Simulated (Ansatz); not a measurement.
`N[Si](N)(N)O` → `N[Si]N` + `NO`  (silylene formation by 1,1-elimination)

Program: Ansatz. Geometries: PBE0-D4/def2-TZVP. ΔE: electronic, gas phase. CBS: MP2 limit from def2 TZ/QZ plus the TZ coupled-cluster correction, frozen cores. This one scheme is used for every species. DFT in def2-TZVPP. B3LYP here is the variant with VWN-RPA as its local correlation; programs differ in this. HSE06 is defined as in plane-wave codes. Each species was taken in one conformer, which may not be the lowest.

Q: Is it downhill or uphill in electronic energy at CCSD(T)/CBS, and by how much? (Best estimate.)

A: Ansatz gave: Uphill: ΔE = +547.7 kJ/mol.

Q: What do these levels give: B3LYP-D4, CAM-B3LYP-D4, ωB97M-V, B2PLYP, PBE, r2SCANh, r2SCAN0, HSE06, CAM-B3LYP, MP2/def2-SVP, CCSD/def2-TZVPP, SCS-MP2/def2-QZVPP? (Best estimate.)

A: Computed: B3LYP-D4 524.4, CAM-B3LYP-D4 540.8, ωB97M-V 532.8, B2PLYP 532.0, PBE 492.1, r2SCANh 552.6, r2SCAN0 561.4, HSE06 523.5, CAM-B3LYP 531.2, MP2/def2-SVP 518.3, CCSD/def2-TZVPP 541.2, SCS-MP2/def2-QZVPP 556.4 kJ/mol.

Largest T1 diagnostic among the species: 0.013.

The D4 term adds +17.4 kJ/mol with B3LYP and +9.5 kJ/mol with PBE0; it sums over pairs of atoms, weighted by their polarisabilities, and B3LYP, whose exchange is more repulsive, gets the larger term. Leaving LDA and LC-ωPBE aside and taking each functional with its dispersion term where it has one, the values, not all of them listed here, spread over 67.8 kJ/mol, from BLYP-D4 to r2SCAN0-D4. LDA lies +49.1 kJ/mol from PBE without D4.
